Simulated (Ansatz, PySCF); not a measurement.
C₃H₃, SMILES [CH][C][CH2+] (connectivity only; charge and spin as stated), charge +1, multiplicity 1. Atoms are numbered in the order given.

```xyz
6

C      0.0000     0.0000    -1.2376
C      0.0000     0.0000     0.1035
C      0.0000     0.0000     1.3273
H      0.0000     0.9363    -1.7938
H      0.0000    -0.9363    -1.7938
H      0.0000     0.0000     2.4012
```
Charge +1, spin multiplicity 1.

Coordinates come from a B3LYP-D3(BJ)/def2-TZVP optimisation.

Two levels are set side by side: PBE-D3(BJ)/def2-TZVP (Ansatz, a quantum-chemistry and plane-wave program) and B3LYP-D3(BJ)/def2-TZVP (Ansatz). Each level has its own optimised geometry; the coordinates shown are those of the second. Frequencies come from the Hessian of PySCF at each geometry. Differences are taken from unrounded values.

```
quantity                            B3LYP-D3(BJ)
----------------------------------  ------------
mean bond length (Å)                       1.163
bond C1–C2 (Å)                             1.341
bond C2–C3 (Å)                             1.224
bond C1–H4 (Å)                             1.089
bond C1–H5 (Å)                             1.089
bond C3–H6 (Å)                             1.074
highest harmonic wavenumber (cm⁻¹)          3365
mean harmonic wavenumber (cm⁻¹)             1561
zero-point energy (kcal/mol)               26.78
```

What does PBE-D3(BJ) give, and how far is it from B3LYP-D3(BJ)? (An estimate is asked for; the answer gives what the named calculation found.)


| quantity | PBE-D3(BJ) | PBE-D3(BJ) minus B3LYP-D3(BJ) |
|---|---|---|
| mean bond length (Å) | 1.172 | 0.009 |
| bond C1–C2 (Å) | 1.348 | 0.006 |
| bond C2–C3 (Å) | 1.235 | 0.012 |
| bond C1–H4 (Å) | 1.098 | 0.009 |
| bond C1–H5 (Å) | 1.098 | 0.009 |
| bond C3–H6 (Å) | 1.083 | 0.009 |
| highest harmonic wavenumber (cm⁻¹) | 3295 | -70 |
| mean harmonic wavenumber (cm⁻¹) | 1516 | -45 |
| zero-point energy (kcal/mol) | 26.01 | -0.77 |

Exact exchange shortens and stiffens bonds; PBE has none. Differences between two approximate levels are no errors against the true value.
